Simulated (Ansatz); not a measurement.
Total energies of Sn₂₇BH₄₀ from Ansatz at B97M-V/def2-SVP, gas phase (1 Eh = 27.2114 eV = 2625.5 kJ/mol). The reference geometry is relaxed at PBE-D4/def2-SVP.

```xyz
68

Sn    4.244   -6.291    1.428
Sn    4.342   -5.432   -3.164
Sn    4.106   -2.096   -0.147
Sn    1.054   -1.816    1.902
Sn    1.201   -1.313   -2.147
Sn    0.742   -4.292   -0.728
Sn    1.131    2.390    0.473
Sn   -2.679    3.134    2.744
Sn   -2.509    3.887   -1.847
Sn   -2.670   -0.399   -0.126
Sn   -2.549    7.398    1.099
Sn   -6.329    4.764    0.518
Sn    5.225   -3.697    1.898
Sn    1.911    0.777    2.638
Sn   -1.685    5.729    3.198
Sn    5.331   -2.859   -2.572
Sn    2.152    1.377   -1.943
Sn   -1.515    6.475   -1.354
Sn    5.121   -7.195   -1.098
Sn    1.435   -6.158    1.325
Sn    1.522   -5.421   -3.201
B     1.850   -2.332   -0.158
Sn   -1.762   -1.921    2.064
Sn   -1.595   -1.266   -2.581
Sn   -1.680    2.220    0.270
Sn   -5.492    3.086    2.620
Sn   -5.323    3.829   -1.942
Sn   -5.365    7.372    0.982
H     4.688   -7.418    2.680
H     4.977   -6.058   -4.662
H     4.522   -0.439    0.213
H     1.729   -2.923    3.072
H     2.029   -2.076   -3.483
H    -0.985   -4.033   -0.669
H     1.587    4.065    0.629
H    -2.112    2.047    3.984
H    -1.837    3.255   -3.327
H    -4.407   -0.244   -0.192
H    -2.006    9.030    1.382
H    -8.071    4.806    0.458
H     6.961   -3.715    1.809
H     4.788   -3.146    3.485
H     3.620    0.854    2.937
H     1.098    1.342    4.066
H     0.052    5.678    3.245
H    -2.226    6.357    4.726
H     7.061   -2.939   -2.410
H     4.990   -1.762   -3.873
H     3.881    1.374   -2.107
H     1.488    2.206   -3.324
H     0.221    6.414   -1.291
H    -1.947    7.568   -2.635
H     6.853   -7.344   -1.052
H     4.475   -8.783   -1.382
H     0.713   -7.663    0.831
H     0.673   -5.671    2.807
H     0.934   -7.057   -3.276
H     0.867   -4.575   -4.567
H    -2.381   -3.543    2.020
H    -2.349   -1.183    3.525
H    -2.218   -2.787   -3.137
H    -1.952   -0.078   -3.802
H    -6.026    1.456    2.338
H    -6.202    3.611    4.117
H    -5.853    2.199   -2.230
H    -5.929    4.808   -3.245
H    -6.021    7.982    2.471
H    -5.906    8.435   -0.283
```

| state | geometry | energy (Eh) |
| --- | --- | --- |
| charge 0 doublet | reference | -5835.32580 |
| charge 1 singlet | reference | -5835.06831 |
| charge -1 singlet | reference | -5835.46881 |
| free Sn atom (triplet) | – | -214.23825 |
| free B atom (doublet) | – | -24.63595 |
| free H atom (doublet) | – | -0.49788 |

In the def2 sets Sn takes a core potential; there is no spin–orbit coupling. Single mean-field runs in def2-SVP are fitted with def2-universal-jkfit.

Other spin states of the ions weren't run at this level and may lie lower.

Work out the vertical ionisation energy to the singlet.

E(charge 1 singlet) − E(charge 0 doublet) = -5835.06831 − (-5835.32580) = 0.25749 Eh = 7.01 eV. For comparison, −ε of the highest occupied level of the spin that leaves is 5.76 eV at this level, 1.25 eV less.

Work out the vertical electron affinity, to the singlet.

E(charge 0 doublet) − E(charge -1 singlet) = -5835.32580 − (-5835.46881) = 0.14301 Eh = 3.89 eV. The basis lacks diffuse functions, which makes affinities too small.

Give the fundamental gap IE − EA, the Mulliken electronegativity (IE + EA)/2 and the hardness (IE − EA)/2.

From the values in Eh: IE − EA = 0.25749 − 0.14301 = 0.11448 Eh = 3.12 eV; (IE + EA)/2 = 5.45 eV; (IE − EA)/2 = 1.56 eV.

What is the binding energy per atom against free atoms?

Atoms: 27 × (-214.23825) + 1 × (-24.63595) + 40 × (-0.49788) = -5828.98390 Eh. Binding: -5828.98390 − (-5835.32580) = 6.34190 Eh = 172.57 eV, or 2.54 eV for each of 68 atoms (no zero-point energy, no counterpoise term).
